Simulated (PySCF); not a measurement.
C₂HF₂, SMILES FC(F)=[CH], multiplicity 2. Atoms are numbered in the order given.

```xyz
5

C      0.5121     1.3256     0.0000
C      0.0622     0.1053     0.0000
F      0.8114    -0.9734     0.0000
F     -1.2121    -0.2403     0.0000
H      0.1603     2.3384     0.0000
```
Charge 0, spin multiplicity 2.

The structure is a stationary point at PBE0-D3(BJ)/def2-TZVP. The isomer is the one that the SMILES or the coordinates give; other isomers of the formula were not compared.

Calculation: PySCF with PBE/pcH-1.

Unrestricted Kohn–Sham, ⟨S²⟩ = 0.757. Hyperfine tensors hold the contact and dipolar terms, without spin-orbit corrections.

Computed hyperfine couplings:
```
nucleus    A(iso) (MHz)  A(iso) (G)  dipolar principal values (MHz)
---------  ------------  ----------  ------------------------------
13C no. 1         305.3       108.9             -81.3, -63.6, 144.9
13C no. 2          -4.0        -1.4                -21.4, 3.7, 17.7
19F no. 3          53.5        19.1             -88.5, -34.3, 122.8
19F no. 4         165.4        59.0            -148.8, -95.4, 244.2
1H no. 5           -5.4        -1.9               -32.7, -7.1, 39.8
```

Q: And the g tensor (effective nuclear charges for spin-orbit coupling, GIAO)? (Estimate from the structure and the level; the computed values follow.)

A: principal values 2.0021, 2.0023, 2.0031; isotropic 2.0025.
